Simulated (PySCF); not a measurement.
SMILES c1c(-c2ccc(cc2)C=O)scc1, GFN2-xTB optimised geometry.

```
21

O     -3.43    -3.76     0.00
C     -2.23    -3.66     0.00
C     -1.47    -2.41     0.00
C     -2.15    -1.19     0.00
C     -1.46     0.00     0.00
C     -0.05     0.01     0.00
C      0.69     1.25     0.00
C      0.22     2.54     0.00
C      1.23     3.51     0.00
C      2.48     2.96     0.00
S      2.43     1.25     0.00
C      0.62    -1.22     0.00
C     -0.08    -2.41     0.00
H     -1.58    -4.57     0.00
H     -3.23    -1.20     0.00
H     -2.00     0.93     0.00
H     -0.83     2.79     0.00
H      1.05     4.57     0.00
H      3.43     3.46     0.00
H      1.70    -1.23     0.00
H      0.46    -3.35     0.00
```

Density from CAM-B3LYP/def2-SVP in PySCF at that geometry.

Minimum of the electron density along straight lines between bonded atoms, close to the bond critical point (lines longer than 1.1 times the sum of covalent radii, or with two minima, are not listed):

```json
[
 {"bond": "O1–C2", "length / Å": "1.206", "ρ at the minimum / e bohr⁻³": "0.412", "∇²ρ there / e bohr⁻⁵": "0.45", "position (fraction from the first atom)": "0.67"},
 {"bond": "C2–C3", "length / Å": "1.463", "ρ at the minimum / e bohr⁻³": "0.281", "∇²ρ there / e bohr⁻⁵": "-0.72", "position (fraction from the first atom)": "0.50"},
 {"bond": "C3–C4", "length / Å": "1.397", "ρ at the minimum / e bohr⁻³": "0.308", "∇²ρ there / e bohr⁻⁵": "-0.79", "position (fraction from the first atom)": "0.50"},
 {"bond": "C4–C5", "length / Å": "1.375", "ρ at the minimum / e bohr⁻³": "0.320", "∇²ρ there / e bohr⁻⁵": "-0.84", "position (fraction from the first atom)": "0.50"},
 {"bond": "C5–C6", "length / Å": "1.401", "ρ at the minimum / e bohr⁻³": "0.306", "∇²ρ there / e bohr⁻⁵": "-0.78", "position (fraction from the first atom)": "0.49"},
 {"bond": "C6–C7", "length / Å": "1.445", "ρ at the minimum / e bohr⁻³": "0.283", "∇²ρ there / e bohr⁻⁵": "-0.71", "position (fraction from the first atom)": "0.49"},
 {"bond": "C7–C8", "length / Å": "1.372", "ρ at the minimum / e bohr⁻³": "0.319", "∇²ρ there / e bohr⁻⁵": "-0.80", "position (fraction from the first atom)": "0.51"},
 {"bond": "C8–C9", "length / Å": "1.406", "ρ at the minimum / e bohr⁻³": "0.302", "∇²ρ there / e bohr⁻⁵": "-0.77", "position (fraction from the first atom)": "0.50"},
 {"bond": "C9–C10", "length / Å": "1.359", "ρ at the minimum / e bohr⁻³": "0.325", "∇²ρ there / e bohr⁻⁵": "-0.83", "position (fraction from the first atom)": "0.49"},
 {"bond": "C7–S11", "length / Å": "1.744", "ρ at the minimum / e bohr⁻³": "0.209", "∇²ρ there / e bohr⁻⁵": "-0.44", "position (fraction from the first atom)": "0.47"},
 {"bond": "C10–S11", "length / Å": "1.713", "ρ at the minimum / e bohr⁻³": "0.221", "∇²ρ there / e bohr⁻⁵": "-0.50", "position (fraction from the first atom)": "0.47"},
 {"bond": "C6–C12", "length / Å": "1.400", "ρ at the minimum / e bohr⁻³": "0.307", "∇²ρ there / e bohr⁻⁵": "-0.78", "position (fraction from the first atom)": "0.51"},
 {"bond": "C3–C13", "length / Å": "1.396", "ρ at the minimum / e bohr⁻³": "0.309", "∇²ρ there / e bohr⁻⁵": "-0.79", "position (fraction from the first atom)": "0.50"},
 {"bond": "C12–C13", "length / Å": "1.376", "ρ at the minimum / e bohr⁻³": "0.319", "∇²ρ there / e bohr⁻⁵": "-0.84", "position (fraction from the first atom)": "0.50"},
 {"bond": "C2–H14", "length / Å": "1.109", "ρ at the minimum / e bohr⁻³": "0.276", "∇²ρ there / e bohr⁻⁵": "-1.04", "position (fraction from the first atom)": "0.64"},
 {"bond": "C4–H15", "length / Å": "1.080", "ρ at the minimum / e bohr⁻³": "0.287", "∇²ρ there / e bohr⁻⁵": "-1.14", "position (fraction from the first atom)": "0.65"},
 {"bond": "C5–H16", "length / Å": "1.078", "ρ at the minimum / e bohr⁻³": "0.285", "∇²ρ there / e bohr⁻⁵": "-1.10", "position (fraction from the first atom)": "0.63"},
 {"bond": "C8–H17", "length / Å": "1.075", "ρ at the minimum / e bohr⁻³": "0.285", "∇²ρ there / e bohr⁻⁵": "-1.11", "position (fraction from the first atom)": "0.64"},
 {"bond": "C9–H18", "length / Å": "1.075", "ρ at the minimum / e bohr⁻³": "0.285", "∇²ρ there / e bohr⁻⁵": "-1.11", "position (fraction from the first atom)": "0.64"},
 {"bond": "C10–H19", "length / Å": "1.072", "ρ at the minimum / e bohr⁻³": "0.287", "∇²ρ there / e bohr⁻⁵": "-1.14", "position (fraction from the first atom)": "0.65"},
 {"bond": "C12–H20", "length / Å": "1.081", "ρ at the minimum / e bohr⁻³": "0.284", "∇²ρ there / e bohr⁻⁵": "-1.09", "position (fraction from the first atom)": "0.63"},
 {"bond": "C13–H21", "length / Å": "1.081", "ρ at the minimum / e bohr⁻³": "0.284", "∇²ρ there / e bohr⁻⁵": "-1.10", "position (fraction from the first atom)": "0.64"}
]
```
